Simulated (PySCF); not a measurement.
Electrostatic solvation of a mixed set.

Computed with PySCF at PBE0/pcSseg-1, non-relativistic, each on one gas-phase PBE0-D3(BJ)/def2-SVP geometry that isn't relaxed in the solvent. The solvent is an IEF-PCM continuum (Bondi radii, 1.10 Å for H, scaled by 1.2). The model holds no explicit solvent molecules, cavitation or dispersion.

**Question.** Order them by E(solvent) − E(gas) in dimethylsulfoxide (ε = 46.83), most negative first (kcal/mol).
A. `[CH3:1][CH:2]([CH3:3])[C@H:4]1[CH2:5][O:6][B:7]([OH:8])[O:9]1` with C1–C2–C4–C5 61°, O6–B7–O8–H 2°, C2–C4–C5–O6 139°, C4–C5–O6–B7 -14°, C5–O6–B7–O8 -174°, O6–B7–O9–C4 6°
B. `[CH3:1][O:2][C@H:3]1[CH2:4][C@H:5]([B:6]([OH:7])[OH:8])[CH2:9]1` with C1–O2–C3–C4 -179°, C4–C5–B6–O7 -115°, C5–B6–O7–H 180°, C5–B6–O8–H -1°, O2–C3–C4–C5 143°, C3–C4–C5–B6 97°, C4–C5–C9–C3 20°, O2–C3–C9–C5 -139°
C. `[CH2:1]=[CH:2][O:3][B:4]([OH:5])[O:6][CH:7]([CH3:8])[CH3:9]` with C1–C2–O3–B4 1°, C2–O3–B4–O5 -179°, O3–B4–O5–H 1°, O3–B4–O6–C7 178°, B4–O6–C7–C8 154°
D. `[CH3:1][O:2][C@H:3]1[CH2:4][C@@H:5]([B:6]([OH:7])[OH:8])[CH2:9]1` with C1–O2–C3–C4 73°, C4–C5–B6–O7 -37°, C5–B6–O7–H 180°, C5–B6–O8–H -1°, O2–C3–C4–C5 138°, C3–C4–C5–B6 -143°, C4–C5–C9–C3 19°, O2–C3–C9–C5 -142°

**Answer.** D (-8.5), B (-8.3), A (-7.3), C (-5.2).

| SMILES | charge | ΔE (kcal/mol) | polarisation term (kcal/mol) | HOMO shift (eV) | dipole gas (D) | dipole solvent (D) | atoms |
| --- | --- | --- | --- | --- | --- | --- | --- |
| CO[C@H]1C[C@@H](B(O)O)C1 | 0 | -8.5 | -9.4 | -0.02 | 0.95 | 1.37 | 20 |
| CO[C@H]1C[C@H](B(O)O)C1 | 0 | -8.3 | -9.1 | -0.08 | 0.77 | 1.09 | 20 |
| CC(C)[C@H]1COB(O)O1 | 0 | -7.3 | -8.2 | +0.04 | 2.36 | 3.15 | 20 |
| C=COB(O)OC(C)C | 0 | -5.2 | -5.6 | -0.21 | 0.71 | 0.86 | 20 |

The polarisation term is half the interaction of the solute with the induced surface charges.
